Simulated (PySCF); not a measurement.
PySCF input for CBrF₂, SMILES F[C](F)Br, multiplicity 2, TDA-ωB97X/def2-SVPD. The structure is a stationary point at r2SCAN-D4/def2-SVP. The isomer is the one that the SMILES or the coordinates give; other isomers of the formula were not compared.

```python
import numpy as np
from pyscf import gto, scf, dft, tdscf

mol = gto.M(
    atom='''
    F    -1.54702015    0.08477134    1.08183179
    C    -0.92692559   -0.33813223   -0.00000000
    F    -1.54702015    0.08477134   -1.08183180
    Br    0.95451189    0.01436884    0.00000000
    ''',
    basis='def2-SVPD',
    charge=0,
    spin=1,
    max_memory=1600,
    verbose=4,
)
mf = dft.UKS(mol, xc='wb97x').density_fit(auxbasis='def2-universal-jkfit')
mf.grids.level = 3
mf.conv_tol = 1e-9
mf.max_cycle = 100
mf.kernel()
fine, coarse = mf.grids, dft.Grids(mol).set(level=1).build(with_non0tab=True)
for _ in range(3):  # follow internal instabilities
    mf.grids = coarse
    mo, _, stable, _ = mf.stability(return_status=True, nroots=4)
    mf.grids = fine
    if stable:
        break
    mf.kernel(mf.make_rdm1(mo, mf.mo_occ))
mf.grids = dft.Grids(mol).set(level=1).build(with_non0tab=True)  # coarser grid for the response kernel
td = tdscf.TDA(mf)
td.nstates = 10
td.conv_tol = 1e-4
td.positive_eig_threshold = 1e-6
td.kernel(x0=td.get_init_guess(mf, 15))
td.analyze()
```

It prints:

```
PySCF version 2.14.0

[INPUT] verbose = 4
[INPUT] num. atoms = 4
[INPUT] num. electrons = 59
[INPUT] charge = 0
[INPUT] spin (= nelec alpha-beta = 2S) = 1
[INPUT] symmetry False subgroup None
[INPUT] Mole.unit = angstrom
[INPUT] Symbol           X                Y                Z      unit          X                Y                Z       unit  Magmom
[INPUT]  1 F     -1.547020150000   0.084771340000   1.081831790000 AA   -2.923444392684   0.160194615812   2.044365795948 Bohr   0.0
[INPUT]  2 C     -0.926925590000  -0.338132230000   0.000000000000 AA   -1.751635502951  -0.638977308588   0.000000000000 Bohr   0.0
[INPUT]  3 F     -1.547020150000   0.084771340000  -1.081831800000 AA   -2.923444392684   0.160194615812  -2.044365814845 Bohr   0.0
[INPUT]  4 Br     0.954511890000   0.014368840000   0.000000000000 AA    1.803766054741   0.027153172328   0.000000000000 Bohr   0.0

nuclear repulsion = 243.551303969093
number of shells = 41
number of NR pGTOs = 179
number of NR cGTOs = 107
basis = def2-SVPD
ecp = {}


[settings echo left out]
init E= -2810.74688477371
  alpha nocc = 30  HOMO = -0.138205412359966  LUMO = 0.0391961000113676
  beta  nocc = 29  HOMO = -0.390633621055065  LUMO = -0.138205412359962

WARN: HOMO -0.138205412359966 >= LUMO -0.138205412359962

cycle= 1 E= -2811.23236826956  delta_E= -0.485  |g|= 0.544  |ddm|= 1.76
  alpha nocc = 30  HOMO = -0.408480502047206  LUMO = -0.0116617563100556
  beta  nocc = 29  HOMO = -0.429582861908377  LUMO = -0.145150589054349
  HOMO = -0.408480502047  LUMO = -0.145150589054  gap/eV = 7.16557
cycle= 2 E= -2811.23485823445  delta_E= -0.00249  |g|= 0.606  |ddm|= 0.972
  alpha nocc = 30  HOMO = -0.359126284998775  LUMO = 0.0544816529432519
  beta  nocc = 29  HOMO = -0.42958665267285  LUMO = -0.0448936671338567
  HOMO = -0.359126284999  LUMO = -0.0448936671339  gap/eV = 8.55071
cycle= 3 E= -2811.36889559949  delta_E= -0.134  |g|= 0.0518  |ddm|= 0.448
  alpha nocc = 30  HOMO = -0.353093026318648  LUMO = 0.0632611157329888
  beta  nocc = 29  HOMO = -0.427199193918981  LUMO = -0.027561639746291
  HOMO = -0.353093026319  LUMO = -0.0275616397463  gap/eV = 8.85816
cycle= 4 E= -2811.37038242053  delta_E= -0.00149  |g|= 0.0202  |ddm|= 0.0856
  alpha nocc = 30  HOMO = -0.359140246172474  LUMO = 0.0638889610862439
  beta  nocc = 29  HOMO = -0.425959940588867  LUMO = -0.0261218865773056
  HOMO = -0.359140246172  LUMO = -0.0261218865773  gap/eV = 9.06189
cycle= 5 E= -2811.3709655817  delta_E= -0.000583  |g|= 0.0089  |ddm|= 0.075
  alpha nocc = 30  HOMO = -0.359517558258966  LUMO = 0.0638788839725271
  beta  nocc = 29  HOMO = -0.427560116962456  LUMO = -0.0243578803154909
  HOMO = -0.359517558259  LUMO = -0.0243578803155  gap/eV = 9.12016
cycle= 6 E= -2811.37111356597  delta_E= -0.000148  |g|= 0.00461  |ddm|= 0.0342
  alpha nocc = 30  HOMO = -0.360221887101992  LUMO = 0.0638301036896887
  beta  nocc = 29  HOMO = -0.427542221402961  LUMO = -0.024365731501951
  HOMO = -0.360221887102  LUMO = -0.024365731502  gap/eV = 9.13911
cycle= 7 E= -2811.37116723011  delta_E= -5.37e-05  |g|= 0.00192  |ddm|= 0.0236
  alpha nocc = 30  HOMO = -0.360402843590056  LUMO = 0.0639568017158698
  beta  nocc = 29  HOMO = -0.427732391990716  LUMO = -0.0243199170403363
  HOMO = -0.36040284359  LUMO = -0.0243199170403  gap/eV = 9.14528
cycle= 8 E= -2811.37117967066  delta_E= -1.24e-05  |g|= 0.000696  |ddm|= 0.0123
  alpha nocc = 30  HOMO = -0.36032689092425  LUMO = 0.064093859905098
  beta  nocc = 29  HOMO = -0.427838170141242  LUMO = -0.0242053103232962
  HOMO = -0.360326890924  LUMO = -0.0242053103233  gap/eV = 9.14633
cycle= 9 E= -2811.37118128592  delta_E= -1.62e-06  |g|= 0.000203  |ddm|= 0.00422
  alpha nocc = 30  HOMO = -0.360332859852315  LUMO = 0.0641165588849164
  beta  nocc = 29  HOMO = -0.427847562659441  LUMO = -0.0242326939507596
  HOMO = -0.360332859852  LUMO = -0.0242326939508  gap/eV = 9.14575
cycle= 10 E= -2811.37118140673  delta_E= -1.21e-07  |g|= 6.31e-05  |ddm|= 0.00109
  alpha nocc = 30  HOMO = -0.360332521371368  LUMO = 0.0641158982723602
  beta  nocc = 29  HOMO = -0.427842459540534  LUMO = -0.0242391207878416
  HOMO = -0.360332521371  LUMO = -0.0242391207878  gap/eV = 9.14557
cycle= 11 E= -2811.37118141534  delta_E= -8.61e-09  |g|= 2.68e-05  |ddm|= 0.000234
  alpha nocc = 30  HOMO = -0.360329982046741  LUMO = 0.0641181334166645
  beta  nocc = 29  HOMO = -0.427845402425972  LUMO = -0.0242352072790473
  HOMO = -0.360329982047  LUMO = -0.024235207279  gap/eV = 9.14560
cycle= 12 E= -2811.37118141644  delta_E= -1.1e-09  |g|= 1.21e-05  |ddm|= 8.53e-05
  alpha nocc = 30  HOMO = -0.360331792567686  LUMO = 0.0641166184722959
  beta  nocc = 29  HOMO = -0.427845392599378  LUMO = -0.0242361556309838
  HOMO = -0.360331792568  LUMO = -0.024236155631  gap/eV = 9.14563
cycle= 13 E= -2811.37118141661  delta_E= -1.67e-10  |g|= 3.92e-06  |ddm|= 2.88e-05
  alpha nocc = 30  HOMO = -0.360331588883802  LUMO = 0.064116639944134
  beta  nocc = 29  HOMO = -0.427844656190886  LUMO = -0.0242361028231848
  HOMO = -0.360331588884  LUMO = -0.0242361028232  gap/eV = 9.14562
Extra cycle  E= -2811.37118141663  delta_E= -2.18e-11  |g|= 2.89e-06  |ddm|= 9.44e-06
converged SCF energy = -2811.37118141663  <S^2> = 0.75432847  2S+1 = 2.0043238
tot grids = 23112
uhf_internal: lowest eigs of H = [0.31930829 0.34091544 0.37253536 0.44704177]
<class 'pyscf.df.df_jk.DFUKS'> wavefunction is stable in the internal stability analysis
tot grids = 23112
Overwritten attributes  positive_eig_threshold  of <class 'pyscf.tdscf.uks.TDA'>


******** <class 'pyscf.tdscf.uks.TDA'> for <class 'pyscf.df.df_jk.DFUKS'> ********
nstates = 10
deg_eia_thresh = 1.000e-03
wfnsym = None
conv_tol = 0.0001
eigh lindep = 1e-12
eigh level_shift = 0
eigh max_cycle = 100


Excitation energies (eV)
[4.68510537 4.80520282 5.17887501 6.35203295 6.68572141 7.11224302
 7.22664738 7.40278305 7.63433319 8.01115445]

** Excitation energies and oscillator strengths **
Excited State   1:      4.68511 eV    264.63 nm  f=0.0075
      30a ->   31a      0.78150
      30a ->   32a     -0.13933
      30a ->   33a     -0.21982
      28b ->   30b      0.52572
Excited State   2:      4.80520 eV    258.02 nm  f=0.0003
      29a ->   31a     -0.14426
      29b ->   30b      0.95839
      29b ->   31b      0.17588
      29b ->   32b     -0.10755
Excited State   3:      5.17888 eV    239.40 nm  f=0.0480
      30a ->   31a      0.50116
      30a ->   33a     -0.12282
      28b ->   30b     -0.80412
      28b ->   31b     -0.16649
Excited State   4:      6.35203 eV    195.19 nm  f=0.0000
      29a ->   31a     -0.85499
      29a ->   32a      0.13033
      29a ->   33a      0.22726
      29b ->   30b     -0.22152
      29b ->   31b      0.32964
      29b ->   35b     -0.11270
Excited State   5:      6.68572 eV    185.45 nm  f=0.0028
      28a ->   31a     -0.74781
      28a ->   32a      0.12139
      28a ->   33a      0.21180
      28b ->   30b     -0.16136
      28b ->   31b      0.52397
      28b ->   34b     -0.12028
      28b ->   35b     -0.16292
Excited State   6:      7.11224 eV    174.33 nm  f=0.0117
      28a ->   31a      0.23762
      30a ->   32a      0.14470
      30a ->   33a     -0.10307
      27b ->   30b      0.86568
      28b ->   31b      0.30957
Excited State   7:      7.22665 eV    171.57 nm  f=0.0011
      29a ->   31a     -0.38137
      29b ->   30b      0.12614
      29b ->   31b     -0.83939
      29b ->   32b      0.13024
      29b ->   34b      0.14516
      29b ->   35b      0.22757
Excited State   8:      7.40278 eV    167.48 nm  f=0.0141
      28a ->   31a      0.15424
      30a ->   32a     -0.83290
      30a ->   33a      0.39380
      30a ->   41a     -0.18732
      28b ->   31b      0.18418
Excited State   9:      7.63433 eV    162.40 nm  f=0.0667
      27a ->   31a      0.11502
      28a ->   31a     -0.47130
      28a ->   33a      0.11812
      30a ->   32a     -0.12454
      30a ->   33a      0.12539
      27b ->   30b      0.41067
      27b ->   31b     -0.13126
      28b ->   30b      0.13990
      28b ->   31b     -0.63221
      28b ->   32b      0.10371
      28b ->   35b      0.17427
Excited State  10:      8.01115 eV    154.76 nm  f=0.0016
      30a ->   34a     -0.22981
      30a ->   36a     -0.79948
      30a ->   39a     -0.22507
      30a ->   42a      0.21913
      30a ->   45a      0.19713
      26b ->   30b     -0.34252

** Transition electric dipole moments (AU) **
state          X           Y           Z        Dip. S.      Osc.
  1        -0.2516      0.0459      0.0000      0.0654      0.0075
  2        -0.0000     -0.0000      0.0497      0.0025      0.0003
  3        -0.6007     -0.1331      0.0000      0.3785      0.0480
  4        -0.0000     -0.0000      0.0054      0.0000      0.0000
  5         0.1284     -0.0227     -0.0000      0.0170      0.0028
  6         0.2195      0.1386      0.0000      0.0674      0.0117
  7        -0.0000     -0.0000      0.0800      0.0064      0.0011
  8        -0.2733      0.0560     -0.0000      0.0778      0.0141
  9         0.5447      0.2445     -0.0000      0.3565      0.0667
 10         0.0000      0.0000      0.0901      0.0081      0.0016

** Transition velocity dipole moments (imaginary part, AU) **
state          X           Y           Z        Dip. S.      Osc.
  1        -0.0278     -0.0247     -0.0000      0.0014      0.0053
  2        -0.0000     -0.0000      0.0351      0.0012      0.0046
  3        -0.0219     -0.0624     -0.0000      0.0044      0.0153
  4        -0.0000     -0.0000     -0.0388      0.0015      0.0043
  5         0.0284     -0.0084     -0.0000      0.0009      0.0024
  6         0.0527      0.0088     -0.0000      0.0029      0.0073
  7        -0.0000     -0.0000     -0.0527      0.0028      0.0070
  8        -0.0476      0.0396     -0.0000      0.0038      0.0094
  9         0.0910     -0.0155     -0.0000      0.0085      0.0203
 10         0.0000      0.0000      0.0334      0.0011      0.0025

** Transition magnetic dipole moments (imaginary part, AU) **
state          X           Y           Z
  1        -0.0000      0.0000      0.0782
  2         0.2006     -0.0972     -0.0000
  3         0.0000     -0.0000     -0.1453
  4        -0.0568      0.2348      0.0000
  5        -0.0000      0.0000     -0.1531
  6         0.0000      0.0000     -0.4558
  7        -0.0192      0.5252      0.0000
  8        -0.0000      0.0000      0.0934
  9        -0.0000      0.0000     -0.7283
 10         0.7400     -0.4829     -0.0000
```

The run converged.
